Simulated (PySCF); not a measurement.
**Shapes and spin states of Al₄**

Computed with PBE0/[Al def2-TZVP], no relativity, density fitting, PySCF.

Relaxations began from a few typed shapes and spin states; open shells are unrestricted. The search is not exhaustive: other isomers or separated fragments can lie lower, and high-lying points may rest on an excited occupation.

```tsv
spin	group	bonds	angles	imaginary modes (cm⁻¹)	ΔE (kJ/mol)	ΔE with ZPE (kJ/mol)
broken-symmetry Ms = 0 (⟨S²⟩ 1.03)	D4h	Al–Al 2.639 Å (×4)	Al–Al–Al 90.0° (×4)	none	0.0	0.0
broken-symmetry Ms = 0 (⟨S²⟩ 0.96)	Cs	Al–Al 2.501 Å (×2), Al–Al 2.675 Å, Al–Al 2.747 Å, Al–Al 3.209 Å (×2)	Al–Al–Al 48.9° (×2), Al–Al–Al 49.3°, Al–Al–Al 55.9° (×2), Al–Al–Al 57.7° (×2), Al–Al–Al 64.6°	none	9.2	9.8
broken-symmetry Ms = 1 (⟨S²⟩ 2.71)	C3v	Al–Al 2.638 Å (×3), Al–Al 2.731 Å (×3)	Al–Al–Al 58.8° (×6), Al–Al–Al 60.0° (×3), Al–Al–Al 62.4° (×3)	none	9.3	11.2
singlet (closed shell, unstable to spin polarisation)	C2h	Al–Al 2.484 Å (×2), Al–Al 2.630 Å (×2), Al–Al 2.737 Å	Al–Al–Al 55.1° (×2), Al–Al–Al 60.3° (×2), Al–Al–Al 64.7° (×2), Al–Al–Al 115.3° (×2)	none	12.1	14.1
singlet (closed shell, unstable to spin polarisation)	D2h	Al–Al 2.548 Å (×4), Al–Al 2.720 Å	Al–Al–Al 57.7° (×4), Al–Al–Al 64.5° (×2), Al–Al–Al 115.5° (×2)	170i	12.7	–
singlet (closed shell, unstable to spin polarisation)	C3v	Al–Al 2.512 Å (×3), Al–Al 3.077 Å (×3)	Al–Al–Al 48.2° (×3), Al–Al–Al 60.0° (×3), Al–Al–Al 65.9° (×6)	none	32.1	32.0
singlet (closed shell, unstable to spin polarisation)	D2d	Al–Al 2.604 Å (×4), Al–Al 2.988 Å (×2)	Al–Al–Al 55.0° (×8), Al–Al–Al 70.0° (×4)	175i, 175i	63.0	–
```

The lowest minimum found is the broken-symmetry Ms = 0 (⟨S²⟩ 1.03) D4h: Al–Al 2.639 Å (×4); Al–Al–Al 90.0° (×4).

For the lowest minimum: the determinant is spin-contaminated (⟨S²⟩ = 1.03, pure value 0.00). The spin densities have lower symmetry than the nuclear frame.

The electron or spin density has lower symmetry than the nuclear frame for the broken-symmetry Ms = 0 (⟨S²⟩ 0.96) Cs at 9.2 kJ/mol.
